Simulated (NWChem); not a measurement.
System: SnH3O3 cation; SMILES [OH][Sn+]([OH])[OH]

```xyz
7

Sn     0.0146    -0.0025     0.0002
O      0.9105    -1.6974    -0.0010
H      1.8823    -1.6816     0.0058
O     -1.8880    -0.1761    -0.0003
H     -2.3820     0.6624    -0.0010
O      0.7358     1.7821    -0.0005
H      1.7036     1.8742    -0.0015
```
Atoms are numbered in this order, from 1.

All runs: NWChem. Structure relaxed at the PBE0/def2-SVP level. def2 effective core potentials on Sn; no spin-orbit coupling. Vertical excitations in the gas phase; the lowest state need not have the same character in each row.

```tsv
level	lowest excitation, singlet (eV)	lowest state with f > 0.02, singlet (eV)	orbital gap (eV)
PBE/def2-SVP, TDA	3.70	4.80	3.52
B3LYP/def2-SVP, TDA	4.20	5.31	5.58
BHandHLYP/def2-SVP, TDA	5.06	6.07	8.88
LDA (Slater exchange, VWN5)/def2-SVP, TDA	3.65	4.78	3.44
```
